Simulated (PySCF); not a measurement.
Be(SMe)(OSiH3) (CH₆BeOSSi), SMILES C[S][Be][O][SiH3].

Coordinates come from a PBE-D3(BJ)/def2-SVP optimisation. The structure was generated by enumeration; whether it is a known compound was not checked. One conformer was computed; it need not be the lowest.

Level of theory: B3LYP/def2-TZVP (PySCF).

Gas-phase values at a fixed geometry.

```yaml
total_energy: -819.63585 hartree
highest_occupied_level: -6.67 eV
lowest_empty_level: -0.67 eV
orbital_gap: 6.00 eV
dipole_moment: 1.40 D
quadrupole, principal values (traceless, Buckingham form, about the centre of nuclear charge): -6.42, -0.90, 7.31 D·Å
mean_static_polarisability: 75.7 bohr³ (11.22 Å³)
polarisability_principal_values: 62.7, 70.0, 94.4 bohr³
```
